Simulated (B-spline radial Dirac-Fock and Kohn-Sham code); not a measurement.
Calculated with an atomic code on a B-spline grid, using Dirac-Fock densities.

**Question.** This computed X-ray form factor belongs to an atom or ion in its tabulated ground configuration. Which?

| sin θ/λ (Å⁻¹) | f₀ |
| --- | --- |
| 0.1 | 20.961 |
| 0.4 | 20.394 |
| 0.5 | 20.064 |
| 1.2 | 16.377 |
| 1.4 | 15.095 |
| 1.8 | 12.586 |
| 3.5 | 6.358 |
| 5 | 4.651 |
| 6 | 3.777 |

**Answer.** Lu⁵⁰⁺, with 21 electrons in [Ar] 3d3. f₀ tends to the number of electrons as s goes to zero, which the first rows give only roughly, and the rate of fall reflects the nuclear charge, 71.

**Question.** This computed X-ray form factor belongs to an atom or ion in its tabulated ground configuration. Which?

| sin θ/λ (Å⁻¹) | f₀ |
| --- | --- |
| 0.05 | 7.999 |
| 0.1 | 7.994 |
| 0.3 | 7.950 |
| 0.45 | 7.888 |
| 0.7 | 7.734 |
| 0.8 | 7.655 |
| 1.4 | 7.006 |
| 1.6 | 6.738 |
| 1.8 | 6.451 |

**Answer.** Xe⁴⁶⁺, with 8 electrons in [He] 2s2 2p4. f₀ tends to the number of electrons as s goes to zero, which the first rows give only roughly, and the rate of fall reflects the nuclear charge, 54.
